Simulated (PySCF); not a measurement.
## BeBr⁺: input and log

State: ¹Σ⁺ (singlet), closed shell.

An equivalent input (the run itself took its basis sets from the Basis Set Exchange, started from a PBE0 density and held the occupation σ 6α 6β, πx 3α 3β, πy 3α 3β, δx 1α 1β, δy 1α 1β):

```python
from pyscf import gto, scf, cc
mol = gto.M(atom='Be 0 0 0; Br 0 0 1.878', basis={'Be': 'cc-pVDZ', 'Br': 'cc-pVDZ-PP'}, ecp={'Br': 'cc-pVDZ-PP'},
            charge=1, spin=0, verbose=4, symmetry='C2v')
mf = scf.RHF(mol)
mf.irrep_nelec = {'A1': 14, 'A2': 2, 'B1': 6, 'B2': 6}
mf.conv_tol = 1e-9
mf.max_cycle = 60
mf.diis_space = 10
mf.kernel()
mycc = cc.CCSD(mf, frozen=[0, 1, 2, 3, 36])
mycc.run(conv_tol=1e-7, conv_tol_normt=1e-5, max_cycle=80, diis_space=8)
et = mycc.ccsd_t()
```

The SCF ended at -429.84543658 hartree. The coupled-cluster part of the log:

```
******** <class 'pyscf.cc.ccsd.CCSD'> ********
CC2 = 0
CCSD nocc = 10, nmo = 32
frozen orbitals [0, 1, 2, 3, 36]
max_cycle = 80
direct = 0
conv_tol = 1e-07
conv_tol_normt = 1e-05
diis_space = 8
diis_start_cycle = 0
diis_start_energy_diff = 1e+09
Init t2, MP2 energy = -429.997461896069  E_corr(MP2) -0.152025317376332
Init E_corr(CCSD) = -0.152025317397169
cycle = 1  E_corr(CCSD) = -0.15768548032364  dE = -0.00566016293  norm(t1,t2) = 0.0413554
cycle = 2  E_corr(CCSD) = -0.16099408354265  dE = -0.00330860322  norm(t1,t2) = 0.0142666
cycle = 3  E_corr(CCSD) = -0.161291906545122  dE = -0.000297823002  norm(t1,t2) = 0.00863104
cycle = 4  E_corr(CCSD) = -0.162068300537948  dE = -0.000776393993  norm(t1,t2) = 0.00408931
cycle = 5  E_corr(CCSD) = -0.162013574051163  dE = 5.47264868e-05  norm(t1,t2) = 0.000683002
cycle = 6  E_corr(CCSD) = -0.161983222626902  dE = 3.03514243e-05  norm(t1,t2) = 0.000295069
cycle = 7  E_corr(CCSD) = -0.161984614273096  dE = -1.39164619e-06  norm(t1,t2) = 5.83064e-05
cycle = 8  E_corr(CCSD) = -0.161985675422224  dE = -1.06114913e-06  norm(t1,t2) = 2.44046e-05
cycle = 9  E_corr(CCSD) = -0.161985394440504  dE = 2.8098172e-07  norm(t1,t2) = 9.02725e-06
cycle = 10  E_corr(CCSD) = -0.161985333522079  dE = 6.09184242e-08  norm(t1,t2) = 2.62309e-06
CCSD converged
E(CCSD) = -430.0074219122144  E_corr = -0.1619853335220794
CCSD(T) correction = -0.00502195058145873
```

T1 diagnostic 0.012, D1 0.033, 20 electrons correlated, 1 of the virtual orbitals (those above 20 hartree) left out.

Repeating this along the bond gives Re = 1.884 Å and ωe = 861 cm⁻¹.

A point of this curve took 0.58 CPU seconds beside 0.15 for the integrals, on Arm Neoverse V1 (shared host).

Correlated steps freeze 4 core orbitals.
